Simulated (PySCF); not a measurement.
Work out the structure from these simulated measurements.

Formula: C2F6.

* Rotational structure: rotational constants A, B, C: 2.859, 1.857, 1.856 GHz [PBE0-D3(BJ)/def2-SVP]
* 13C NMR: chemical shifts (computed TMS as zero) by class: 131.2 (2 C) ppm [GIAO PBE/pcSseg-2]
* Couplings: largest of the computed one-bond spin–spin couplings (means over like bonds): 19F–13C -356.3 (×6), 13C–13C +116.5 Hz [B3LYP/pcJ-1]
* Triplet: lowest triplet excitation (Tamm–Dancoff): 11.02 eV [TDA wB97X-D/def2-SVPD]
* NMR, other nuclei: isotropic shieldings of nuclei other than C and H, by class: 256 (6 F) ppm [GIAO PBE/pcSseg-2]
* UV, strongest line: among the 10 lowest singlet transitions: S5 at 12.75 eV (97 nm, f = 0.215) [TDDFT wB97X-D/def2-SVPD]
* UV, first state: lowest singlet excitation: 11.72 eV (106 nm, f = 0.000) [TDDFT wB97X-D/def2-SVPD]
* Valence photoelectron: vertical ionisation energy: 14.21 eV [ΔSCF wB97X-D/def2-SVPD]

The electronic properties come from PySCF, for the isolated species, density fitting. Levels stand in brackets. Geometry: PBE0-D3(BJ)/def2-SVP; no solvent, vibrations or thermal averaging. Each NMR value is the plain mean over a class of atoms that symmetry, rotation or inversion makes alike.

Problem. Propose a structure and show how it fits.

Solution. Numbering: `[F:1][C:2]([F:3])([F:4])[C:5]([F:6])([F:7])[F:8]`. Its formula, C2F6, gives 0 degrees of unsaturation, so no ring and no π bond. 2 carbons fall into 1 class: CF3 carbon [C2/C5] (131.2 ppm, 2 C). The other shieldings belong to: 256 ppm, fluorine of a CF3 group [F1/F3/F4/F6/F7/F8]. The couplings run between: -356.3 Hz, fluorine of a CF3 group [F1] and CF3 carbon [C2] (with 5 like pairs); +116.5 Hz, CF3 carbon [C2] and CF3 carbon [C5]. The first electron is taken from the HOMO, whose largest Löwdin shares are 0.15 on each of 2 atoms of one kind (CF3 carbon). The optimised geometry has point group D3d and is a prolate symmetric top (the spread among constants that symmetry makes equal is optimisation noise). Structure: hexafluoroethane (`FC(C(F)(F)F)(F)F`). The assignments are read from this structure; whether some other isomer fits the data as well wasn't checked.

Shape of the structure used: `[F:1][C:2]([F:3])([F:4])[C:5]([F:6])([F:7])[F:8]`: F1–C2–C5–F6 -60°.
